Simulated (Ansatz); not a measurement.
Potential energy curve for HF (cation, charge +1), doublet.

- UKS-PBE = unrestricted PBE/cc-pVDZ (Ansatz, a quantum-chemistry and plane-wave program)
- UKS-B3LYP = Ansatz with unrestricted B3LYP/cc-pVDZ
- FCI = full CI/cc-pVDZ, frozen core (Ansatz)

Energies relative to the lowest point of each curve near equilibrium, in kJ/mol; the last columns give the error against full CI:

| R / Å | UKS-PBE | UKS-B3LYP | FCI | UKS-PBE − FCI | UKS-B3LYP − FCI |
|---|---|---|---|---|---|
| 0.76 | 215.1 | 206.8 | 197.0 | 18.1 | 9.8 |
| 0.80 | 138.5 | 131.6 | 122.8 | 15.7 | 8.8 |
| 0.87 | 55.1 | 50.5 | 44.2 | 10.9 | 6.3 |
| 0.91 | 27.9 | 24.6 | 19.9 | 8.0 | 4.7 |
| 0.95 | 11.2 | 9.1 | 6.2 | 5.0 | 2.8 |
| 0.97 | 6.0 | 4.4 | 2.5 | 3.5 | 1.9 |
| 1.01 | 0.4 | 0.0 | 0.0 | 0.4 | 0.0 |
| 1.05 | 0.0 | 0.7 | 2.6 | -2.6 | -1.9 |
| 1.09 | 3.5 | 5.2 | 9.1 | -5.6 | -3.9 |
| 1.11 | 6.4 | 8.6 | 13.4 | -7.1 | -4.8 |
| 1.17 | 18.4 | 22.0 | 29.7 | -11.3 | -7.7 |
| 1.27 | 45.3 | 51.0 | 63.2 | -17.9 | -12.2 |
| 1.36 | 72.6 | 79.7 | 95.9 | -23.3 | -16.1 |
| 1.53 | 123.5 | 132.7 | 155.9 | -32.5 | -23.2 |
| 1.65 | 155.7 | 165.9 | 193.9 | -38.2 | -28.0 |
| 1.82 | 194.2 | 205.5 | 239.7 | -45.5 | -34.1 |
| 2.02 | 228.0 | 241.1 | 281.1 | -53.1 | -40.0 |
| 2.19 | 247.9 | 263.4 | 306.9 | -59.0 | -43.5 |
| 2.49 | 268.7 | 289.2 | 336.0 | -67.2 | -46.8 |
| 2.70 | 276.0 | 299.8 | 347.5 | -71.4 | -47.7 |
| 3.00 | 280.1 | 307.8 | 356.4 | -76.4 | -48.6 |
| 3.47 | 278.3 | 310.8 | 362.2 | -83.9 | -51.4 |
| 4.03 | 271.5 | 307.9 | 364.6 | -93.1 | -56.7 |

UKS-PBE is furthest from FCI at 4.03 (-93.1 kJ/mol, below); its mean absolute error over the points is 32.6 kJ/mol.

UKS-B3LYP is furthest from FCI at 4.03 (-56.7 kJ/mol, below); its mean absolute error over the points is 21.8 kJ/mol.

The unrestricted determinant behind UKS-PBE is spin-contaminated at 2.19 to 4.03 Å (<S²> up to 1.1, against 0.75 for a pure doublet). The unrestricted determinant behind UKS-B3LYP is spin-contaminated at 2.19 to 4.03 Å (<S²> up to 1.0, against 0.75 for a pure doublet).
